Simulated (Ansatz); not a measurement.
Isolated molecules relaxed with PBE0-D4/def2-TZVP in Ansatz; ΔE leaves out vibrations. CCSD(T)/CBS is the MP2 limit (def2-TZVPP, def2-QZVPP) plus CCSD(T) − MP2 in def2-TZVPP, frozen cores. For Ga, Se outer-core shells are correlated without core-valence functions, which leaves a few kJ/mol of doubt a bond. Scalar relativity is left out up to krypton. One conformer a species, not always the lowest.

`C[CH2][GaH][SeH]` + `[F][GaH][Cl]` → `C[CH2][GaH][Cl]` + `[F][GaH][SeH]`  (redistribution)

| species | CCSD(T)/CBS(def2) energy (Eh) |
| --- | --- |
| `C[CH2][GaH][SeH]` | -4405.00136 |
| `[F][GaH][Cl]` | -2484.20089 |
| `C[CH2][GaH][Cl]` | -2463.48892 |
| `[F][GaH][SeH]` | -4425.71391 |

Question: Work out ΔE.

Answer: ΔE = (-2463.48892) + (-4425.71391) − (-4405.00136) − (-2484.20089) = -0.00058 Eh = -0.4 kcal/mol.

Largest T1 diagnostic among the species: 0.013.

In def2-TZVPP, CCSD(T) changes the Hartree–Fock value by +1.6 kcal/mol (the triples alone add +0.3 kcal/mol) and MP2 by +1.8 kcal/mol. The D4 term adds +0.8 kcal/mol with B3LYP and +0.5 kcal/mol with PBE0; it sums over pairs of atoms, weighted by their polarisabilities, and B3LYP, whose exchange is more repulsive, gets the larger term.

B3LYP here is the variant with VWN-RPA as its local correlation; programs differ in this.
